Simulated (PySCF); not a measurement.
SbO₃⁻: breathing scan

These are results of PySCF, B3LYP, basis Sb def2-SVPD with ECP28, O def2-SVPD (scalar-relativistic core potentials, no spin–orbit coupling, density fitting), not measurements.

Rigid scan from the singlet minimum (Sb–O 1.873 Å (×3); O–Sb–O 120.0° (×3)). Coordinate: all bonds to the central atom scaled together. Energies in kJ/mol from the minimum.

| scale of all bonds to the centre | E (kJ/mol) |
| --- | --- |
| 0.88 | 349.7 |
| 0.92 | 134.0 |
| 0.96 | 29.0 |
| 1.00 | 0.0 |
| 1.04 | 22.1 |
| 1.08 | 77.7 |
| 1.14 | 197.6 |
| 1.22 | 386.2 |
| 1.35 | 689.8 |

At long bonds a restricted determinant can lie too high, and another spin state can fall below this curve.

The scan took 13 s on 2 threads of a shared Arm Neoverse V2 host; the process peaked at 1.1 GiB.
